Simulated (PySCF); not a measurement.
Cl2H2Si, SMILES Cl[SiH2]Cl (connectivity only; charge and spin as stated), charge +1, multiplicity 2. Atoms are numbered in the order given.

```xyz
5

Si     0.0000     0.0000    -0.6688
Cl     1.7277     0.0000     0.3679
Cl    -1.7277     0.0000     0.3679
H      0.0000    -1.2166    -1.5727
H      0.0000     1.2166    -1.5727
```
Charge +1, spin multiplicity 2.

Geometry: B3LYP-D3(BJ)/def2-TZVP. The geometry has at least one imaginary mode, so it is a saddle point at that level. The multiplicity is an assumed one; other spin states were not compared. The isomer is the one that the SMILES or the coordinates give; other isomers of the formula were not compared.

Method: SMD-ωB97X/def2-SVP in PySCF.

Solvation free energies are E(SMD) − E(gas) at the gas-phase geometry, for 1 M in both phases.

Problem. Estimate the solvation free energies in water, methanol, ethylethanoate. (An estimate is asked for; the answer gives what the named calculation found.)

Solution. 
```json
[
 {"solvent": "water", "ΔG(solv) (kcal/mol)": "-58.6", "its non-electrostatic (CDS) part": "1.8"},
 {"solvent": "methanol", "ΔG(solv) (kcal/mol)": "-61.0", "its non-electrostatic (CDS) part": "-1.7"},
 {"solvent": "ethylethanoate", "ΔG(solv) (kcal/mol)": "-52.1", "its non-electrostatic (CDS) part": "-1.7"}
]
```
